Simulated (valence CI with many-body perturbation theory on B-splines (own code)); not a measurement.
**Valence orbitals of Tb34+**

Computed by valence CI with perturbative core correlation (CI+MBPT): three valence electrons over a frozen Dirac-Fock core [Ar] 3d10, a basis of 11 s, 11 p, 10 d, 8 f, 5 g, 2 h functions for each j, with the one-electron correlation potential Σ1 (screened to all orders), the two-electron term Σ2, the three-electron term Σ3, Breit, model QED; selected single and double excitations, second order for the rest, scaled by the run's own slope (own B-spline code, finite nucleus).

No measured spectrum was set against this ion. As an estimate, large intervals hold to a few tenths of a per cent, small ones and those within an open d or f shell to about a per cent.

These are the spectroscopic orbitals of the CI (the correlating ones are not listed), shaped by the core and the other valence electrons. h is the expectation value of the core's Dirac-Fock operator, without the valence repulsion; Σ1 is computed up to l = 3 at one energy for each symmetry, that of its lowest orbital but kept below the first core excitation, so for empty shells it is not the orbital's own correlation shift; Breit and QED include the response of the core, and the two lowest orbitals of each symmetry also the frequency dependence of Breit exchange, which makes a step in that column.

| Orbital | h (hartree) | Σ1 (cm⁻¹) | Breit (cm⁻¹) | QED (cm⁻¹) | ⟨r⟩ (bohr) |
| --- | --- | --- | --- | --- | --- |
| 4s1/2 | -59.192 | -13707 | 8041 | 6055 | 0.4801 |
| 5s1/2 | -35.17 | -4952 | 3579 | 2744 | 0.8089 |
| 6s1/2 | -23.327 | -2392 | 1861 | 1452 | 1.226 |
| 7s1/2 | -16.606 | -1361 | 1104 | 865 | 1.728 |
| 8s1/2 | -12.424 | -853 | 709 | 557 | 2.314 |
| 9s1/2 | -9.6444 | -572 | 482 | 380 | 2.987 |
| 4p1/2 | -56.369 | -14336 | 12597 | 27.8 | 0.4792 |
| 5p1/2 | -33.81 | -5233 | 5641 | 17.1 | 0.8186 |
| 6p1/2 | -22.577 | -2587 | 3013 | 10.3 | 1.243 |
| 7p1/2 | -16.15 | -1488 | 1807 | 6.6 | 1.753 |
| 8p1/2 | -12.126 | -940 | 1169 | 4.4 | 2.348 |
| 9p1/2 | -9.4395 | -633 | 800 | 3.1 | 3.029 |
| 4p3/2 | -54.488 | -12801 | 7683 | 609 | 0.4970 |
| 5p3/2 | -32.938 | -4853 | 3461 | 280 | 0.8413 |
| 6p3/2 | -22.101 | -2437 | 1987 | 153 | 1.271 |
| 7p3/2 | -15.862 | -1414 | 1196 | 92.4 | 1.786 |
| 8p3/2 | -11.938 | -899 | 776 | 60.1 | 2.386 |
| 9p3/2 | -9.3104 | -608 | 532 | 41.3 | 3.072 |
| 4d3/2 | -50.009 | -14192 | 5443 | -323 | 0.4878 |
| 5d3/2 | -30.824 | -5375 | 2527 | -143 | 0.8475 |
| 6d3/2 | -20.937 | -2723 | 1385 | -77.1 | 1.291 |
| 7d3/2 | -15.153 | -1591 | 843 | -46.4 | 1.820 |
| 8d3/2 | -11.474 | -1016 | 552 | -30.2 | 2.434 |
| 4d5/2 | -49.609 | -13622 | 3333 | -94.7 | 0.4926 |
| 5d5/2 | -30.632 | -5166 | 1491 | -37.2 | 0.8534 |
| 6d5/2 | -20.83 | -2619 | 816 | -18.6 | 1.298 |
| 7d5/2 | -15.087 | -1531 | 492 | -10.7 | 1.828 |
| 8d5/2 | -11.431 | -978 | 320 | -6.7 | 2.444 |
| 4f5/2 | -44.822 | -13530 | 1894 | -175 | 0.4576 |
| 5f5/2 | -28.52 | -4455 | 852 | -85.8 | 0.8352 |
| 6f5/2 | -19.688 | -2206 | 454 | -48.3 | 1.295 |
| 7f5/2 | -14.396 | -1288 | 272 | -29.8 | 1.839 |
| 4f7/2 | -44.734 | -13121 | 639 | -101 | 0.4593 |
| 5f7/2 | -28.467 | -4318 | 294 | -47.5 | 0.8374 |
| 6f7/2 | -19.656 | -2142 | 161 | -26.1 | 1.297 |
| 7f7/2 | -14.375 | -1253 | 97.8 | -15.9 | 1.842 |
| 5g7/2 | -27.468 |  | 63.4 | -16.6 | 0.7682 |
| 6g7/2 | -19.088 |  | 54.0 | -11.8 | 1.235 |
| 7g7/2 | -14.023 |  | 39.0 | -8.1 | 1.787 |
| 5g9/2 | -27.449 |  | -19.8 | -0.4 | 0.7691 |
| 6g9/2 | -19.077 |  | -16.1 | -2.3 | 1.236 |
| 7g9/2 | -14.015 |  | -11.9 | -2.1 | 1.788 |
| 6h9/2 | -18.985 |  |  |  | 1.109 |
| 6h11/2 | -18.977 |  |  |  | 1.110 |

Among the shells of the start configuration 4s2 4p1, Σ1 is largest in size for 4p1/2, where it is 0.12 % of h.

Lowest root of each symmetry, sizes in configuration state functions:

```csv
J,Parity,Roots,Reference,Variational,Second order,Change by selected CI (cm⁻¹),Change by second order (cm⁻¹)
1/2,even,14,78,10037,14938,-1619,0
3/2,even,21,129,16608,19949,-846,0
5/2,even,23,141,20608,24219,-1473,0
7/2,even,16,115,19567,27749,-1703,-2
9/2,even,9,80,13675,25541,-2087,-2
11/2,even,2,39,7200,16055,-2026,-5
1/2,odd,16,79,10478,11164,-1853,0
3/2,odd,30,131,19136,20671,-1799,0
5/2,odd,31,140,22746,21999,-1416,0
7/2,odd,25,119,22156,25195,-1703,-1
9/2,odd,15,78,18387,25166,-1020,-1
11/2,odd,6,42,10772,20434,-3205,-4
13/2,odd,2,14,6277,13234,-3331,-3
```
